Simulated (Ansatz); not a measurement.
Two structures of SiN₂H₉F, singlet, reached by relaxing down either side of one saddle point (PBE0-D4/def2-TZVP). Energies are electronic, without zero-point energy. Computed with Ansatz 0.2.0 (basis: def2-TZVPP and def2-QZVPP); correlated methods freeze the cores. Extrapolation: Hartree–Fock as exp(−7.88 √X), correlation as X^−2.97. First:

| atom | x (Å) | y (Å) | z (Å) |
| --- | --- | --- | --- |
| Si1 | -1.6687 | 0.8244 | -0.7397 |
| N2 | -0.5951 | -0.5134 | -0.9444 |
| H3 | -1.8645 | 1.6978 | -1.9323 |
| H4 | -1.1387 | 1.6752 | 0.3590 |
| H5 | -2.9953 | 0.2771 | -0.3511 |
| H6 | 2.0109 | -0.0089 | 0.2230 |
| F7 | 2.2687 | 0.2924 | -0.6757 |
| H8 | 0.4134 | -0.8305 | 1.0837 |
| N9 | 1.3019 | -0.5649 | 1.5077 |
| H10 | -0.9336 | -1.2909 | -1.4920 |
| H11 | 0.3616 | -0.2928 | -1.2076 |
| H12 | 1.7182 | -1.3819 | 1.9357 |
| H13 | 1.1211 | 0.1164 | 2.2339 |

Second:

```xyz
13
angstrom
Si -0.9231 1.0336 -0.7412
N -0.4481 -0.8783 -0.7356
H -1.1106 1.7626 -2.0305
H -0.9486 1.7565 0.5689
H -2.3678 0.5227 -0.6436
H 1.5951 0.2510 0.9942
F 0.7794 1.1689 -0.8414
H 0.1292 -1.0267 0.1220
N 1.3236 -0.5916 1.4951
H -1.2575 -1.4862 -0.7394
H 0.1481 -1.0917 -1.5286
H 2.1614 -1.1197 1.7036
H 0.9189 -0.3012 2.3768
```

Problem. Which bonds change from the first to the second?

Solution. SiNH₅ ([NH2][SiH3]) + NH₃ + HF → SiH₃F ([F][SiH3]) + NH₃ + NH₃ (still joined by a long Si–N bond); bonds formed: Si1–F7, N2–H8, H6–N9; bonds broken: H6–F7, H8–N9; bonds weakened to dative contacts: Si1–N2.

Problem. Give the saddle point's structure and its height above each. (To be estimated.)

Solution. The calculation gives: 55.3 kJ/mol above the first and 60.6 kJ/mol above the second (CCSD(T) at an estimated basis limit (MP2 extrapolated from triple and quadruple zeta, plus CCSD(T) − MP2 in triple zeta)).
```csv
atom,x (Å),y (Å),z (Å)
Si1,-0.9287,0.8734,-0.6792
N2,-0.4993,-0.8930,-0.6900
H3,-0.8527,1.7167,-1.9025
H4,-0.9153,1.4966,0.6864
H5,-2.4340,0.5896,-0.7071
H6,1.3466,0.3585,0.6197
F7,0.9619,1.0987,-0.6007
H8,0.4066,-0.9384,0.6498
N9,1.1873,-0.4781,1.2843
H10,-1.3056,-1.4808,-0.8510
H11,0.1999,-1.1061,-1.3926
H12,2.0068,-1.0602,1.4017
H13,0.8265,-0.1771,2.1815
```

The T1 diagnostic stays at or below 0.011.

Steps of this kind, hydrogen fluoride cutting a network bond, underlie vapour etching and the fluorination step of atomic layer etching.

Labels in which every atom is bracketed show which atoms are joined, not bond orders.

For scale, one of the runs: CCSD(T)/def2-TZVPP, 261 basis functions, launched by `ansatz run in.yaml --threads 8 --pin off --events-out ev --progress --plain --max-ram 19148MiB`. Hardware: 8 CPU threads of an Arm Neoverse V2, shared host. Wall time 96 s; peak host memory 6.4 GiB.
